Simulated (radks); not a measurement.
Values are calculated unless marked as measured or tabulated.
Polarisability of neutral vanadium, [Ar] 3d3 4s2, at imaginary frequency. Level of theory: scalar-relativistic Kohn-Sham, exchange-only LDA, spin-polarised, spherical densities, finite nucleus; open shells are filled with parallel spins first; Fermi nuclear charge, rms radius 3.6002 fm (a radial shooting solver on a logarithmic mesh with Libxc functionals). Response by self-consistent Sternheimer equations with the Hartree and adiabatic exchange-only LDA kernel, the relativistic mass of each level held fixed and spin-orbit coupling left out.

w (hartree),alpha1(iw) (bohr^3)
0.00266,96.75
0.0143,95.50
0.0360,89.43
0.0697,75.76
0.118,56.70
0.186,37.76
0.280,23.25
0.413,13.84
0.605,8.183
0.892,4.826
1.35,2.779
2.12,1.480
3.59,0.6665
6.94,0.2251
17.5,0.04622

Static values: alpha1 = 96.80 bohr^3 (14.34 angstrom^3; uncoupled 179.0). C6 = 1035, triple-dipole C9 = 71040 atomic units. One-pole (London) frequency 4 C6 / (3 alpha1^2) = 0.147 hartree, against 0.124 for minus the highest occupied eigenvalue. Recommended static value: 87 bohr^3 (Schwerdtfeger and Nagle, 2023 table).
